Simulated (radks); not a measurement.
Values are calculated unless marked as measured or tabulated.
Question: Mean orbital radii <r> (bohr) of the rubidium ion Rb32+, [He] 2s2 2p1, of relativity; Dirac values are averaged over j with weights 2j + 1. Spin-unpolarised spherical Kohn-Sham, BLYP, point nucleus unless stated (finite: rms radius 4.2036 fm), a radial shooting solver on a logarithmic mesh with Libxc functionals. A level marked "c x" has the speed of light scaled by that factor and shares open shells by 2j + 1; other Dirac levels either fill j = l - 1/2 first or share by 2j + 1.

| shell | non-rel. |
|---|---|
| 1s | 0.04110 |
| 2s | 0.1704 |
| 2p | 0.1444 |

Give the values at the level "Dirac, 2j+1 shares, finite nucleus".

Answer: 
shell  Dirac, 2j+1 shares, finite nucleus  change of magnitude (%)
1s                                0.04011                    -2.42
2s                                 0.1661                    -2.56
2p                                 0.1424                    -1.38
